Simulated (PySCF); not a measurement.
## Radial density of In²⁺ (indium, charge +2)

UHF, [Kr] 4d10 5p1, 2P determinant (an excited configuration). Computed with PySCF 2.14 in aug-cc-pwCVDZ-PP with ECP28MDF, with a scalar-relativistic core potential. This is the valence pseudo-density: the core potential removes the inner electrons and smooths the orbitals near the nucleus.

```csv
r (bohr),4πr²ρ (e/bohr),4πr²(ρα − ρβ)
0.0165,1.648e-05,0.0000
0.0278,4.131e-05,0.0000
0.0468,9.805e-05,0.0000
0.0787,0.0004202,0.0000
0.132,0.004967,0.0000
0.223,0.07940,0.0000
0.375,1.657,0.0038
0.630,15.70,0.0434
1.06,17.36,-0.0242
1.78,3.248,0.2632
3.00,0.4945,0.3998
5.04,0.05048,0.0500
8.48,0.0005145,0.0005
14.3,4.435e-05,0.0000
```

Energies and moments cover only the electrons outside the core potential.

(1) Where is the radial spin density 4πr²(ρα − ρβ) most negative, and why is it negative at all?

## Answers

(1) Around r = 1.06 bohr, down to -0.0242 e/bohr: exchange with the open shell polarises the paired shells in an unrestricted calculation.
